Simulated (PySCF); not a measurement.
# Property card for `[F][Ti]([F])([F])[F]`

TiF4 (singlet state).
Z-matrix (Å and degrees, PBE0-D3(BJ)/def2-SVP geometry), rows numbered from 1:
```
Ti
F   1  1.7250
F   1  1.7253  2  109.50
F   1  1.7255  2  109.36  3  -119.89
F   1  1.7256  2  109.42  3   119.94
```

From PBE0-D3(BJ)/def2-SVP geometry optimisation, gas phase (PySCF):

* Point group: Td
* Rotational constants A, B, C: 3.356, 3.351, 3.346 GHz

From wB97X-D/def2-SVPD ground state and vertical TDDFT (core frozen in the response) (PySCF):

- Dipole moment: 0.00 D by symmetry (numerical residue 0.01 D)
- HOMO energy: -14.69 eV
- LUMO energy: -1.38 eV
- HOMO–LUMO gap: 13.31 eV
- Lowest singlet excitation: 7.51 eV (165 nm, f = 0.000 summed over 3 states within 0.01 eV)
- Strongest line among the 15 lowest singlet transitions: S10/S11/S12 at 8.22 eV (151 nm, f = 0.035 summed over these states)
- Lowest triplet excitation (Tamm–Dancoff): 7.25 eV
- Static isotropic polarisability: 32.1 au
- Electronic spatial extent ⟨r²⟩ about the centre of nuclear charge: 467 bohr²

**delta-SCF UKS SCAN, pcX-2 on the ionised atom (unc-x2c-TZVPall on a metal), pcseg-1 elsewhere, spin-free X2C; 2p3/2 from a spin–orbit splitting computed afterwards within the 2p shell (PySCF)**

* Core binding energies: Ti2p3/2 466.8 (Ti1), F1s 692.9 (F2/F3/F4/F5) eV

Monoisotopic mass (most abundant isotopes): 123.9416 u.

The rotational constants are those of a spherical top; the small spread among constants that symmetry makes equal is optimisation noise. The vertical singlet–triplet gap S1 − T1 is 0.26 eV (TDDFT singlet less Tamm–Dancoff triplet). S1 lies 5.80 eV below the HOMO–LUMO gap. With B = h/(8π²I), that is 505.379 GHz u Å² over I, the principal moments of inertia are 150.6, 150.8 and 151.1 u Å² (most abundant isotopes).

 Metal 2p energies of this one-determinant scheme are less reliable than its 1s energies.

For the core-ionisation job (SCAN ΔSCF), time: 8.5 s of wall time. Hardware: Arm Neoverse V1, one thread, no GPU, on a shared host.
